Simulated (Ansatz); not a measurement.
Consider the formal exchange of groups at the Si–C bond: `CC(C)[Si](Cl)(Cl)Cl` + `CC(C)CCCl` → `Cl[Si](Cl)(Cl)Cl` + `CC(C)CCC(C)C`.

Program: Ansatz. Geometries: PBE0-D4/def2-TZVP. ΔE: electronic, gas phase. CCSD(T)/CBS adds triple-zeta CCSD(T) − MP2 to the extrapolated MP2 energy (def2 sets, frozen cores). Functionals use def2-TZVPP. HSE06 is defined as in plane-wave codes. One conformer a species, not always the lowest.

`CC(C)[Si](Cl)(Cl)Cl`:

Z-matrix (Å, degrees):
```
C
C 1 1.527
H 1 1.092 2 112.2
H 1 1.093 2 110.0 3 120.1
H 1 1.093 2 111.1 3 -121.0
C 2 1.527 1 111.8 3 -177.8
Si 2 1.862 1 111.4 3 56.8
H 2 1.098 1 108.9 3 -57.4
H 6 1.093 2 111.1 1 -61.3
H 6 1.094 2 110.0 1 57.7
H 6 1.092 2 112.2 1 177.8
Cl 7 2.041 2 110.9 1 -177.1
Cl 7 2.042 2 110.8 1 62.8
Cl 7 2.041 2 110.9 1 -57.3
```

`CC(C)CCCl`:

Z-matrix (Å, degrees):
```
C
C 1 1.522
H 1 1.095 2 110.9
H 1 1.093 2 111.1 3 119.7
H 1 1.093 2 111.4 3 -120.0
C 2 1.521 1 110.9 3 -61.2
C 2 1.525 1 109.8 3 63.5
H 2 1.096 1 108.2 3 -179.5
H 6 1.093 2 110.7 1 -54.1
H 6 1.092 2 112.1 1 -173.7
H 6 1.095 2 111.0 1 65.3
C 7 1.511 2 116.0 1 178.7
H 7 1.099 2 109.0 1 -60.9
H 7 1.095 2 109.3 1 55.2
Cl 12 1.790 7 112.3 2 -60.9
H 12 1.089 7 111.1 2 -179.5
H 12 1.089 7 112.2 2 58.7
```

`Cl[Si](Cl)(Cl)Cl`:

```xyz
5

Cl    0.984   -0.322    1.736
Si    0.000    0.000    0.000
Cl   -0.178   -1.744   -1.007
Cl   -1.839    0.741    0.395
Cl    1.033    1.325   -1.124
```

`CC(C)CCC(C)C`:

Cartesian coordinates in Å:
```
C 1.154 0.532 2.312
C -0.114 1.082 1.673
C -1.222 1.204 2.709
C -0.580 0.233 0.493
C 0.400 0.168 -0.667
C -0.147 -0.497 -1.927
C -0.516 -1.956 -1.694
C 0.852 -0.376 -3.069
H 1.455 1.140 3.169
H 0.991 -0.490 2.670
H 1.991 0.511 1.611
H 0.107 2.088 1.291
H -1.477 0.222 3.119
H -2.131 1.628 2.273
H -0.920 1.843 3.543
H -1.532 0.636 0.127
H -0.799 -0.778 0.860
H 1.311 -0.364 -0.364
H 0.715 1.188 -0.920
H -1.060 0.041 -2.217
H -1.294 -2.067 -0.936
H 0.359 -2.524 -1.361
H -0.881 -2.419 -2.613
H 0.458 -0.813 -3.991
H 1.781 -0.900 -2.825
H 1.102 0.668 -3.271
```

```json
{"level": "PBE-D4", "ΔE (kJ/mol)": "-88.4"}
{"level": "PBE0-D4", "ΔE (kJ/mol)": "-92.8"}
{"level": "r2SCANh-D4", "ΔE (kJ/mol)": "-97.0"}
{"level": "r2SCAN0-D4", "ΔE (kJ/mol)": "-98.1"}
{"level": "HSE06-D4", "ΔE (kJ/mol)": "-92.8"}
{"level": "BHLYP-D4", "ΔE (kJ/mol)": "-95.2"}
{"level": "ωB97M-V", "ΔE (kJ/mol)": "-95.0"}
{"level": "CCSD/def2-TZVPP", "ΔE (kJ/mol)": "-97.4"}
```

Q: What does CCSD(T)/CBS give? (Best estimate.)

A: The calculation gave: -97.3 kJ/mol. The listed levels differ from it by 8.9, 4.5, 0.3, -0.8, 4.5, 2.1, 2.3, -0.1 kJ/mol.

Largest T1 diagnostic among the species: 0.009.

In def2-TZVPP, CCSD(T) changes the Hartree–Fock value by +7.9 kJ/mol (the triples alone add +2.3 kJ/mol) and MP2 by +5.2 kJ/mol. From PBE to PBE0 (25 % exact exchange), in def2-TZVPP and without D4, ΔE moves by −4.4 kJ/mol. The D4 term adds +5.3 kJ/mol with B3LYP and +3.1 kJ/mol with PBE0; it sums over pairs of atoms, weighted by their polarisabilities, and B3LYP, whose exchange is more repulsive, gets the larger term.

B3LYP here is the variant with VWN-RPA as its local correlation; programs differ in this.
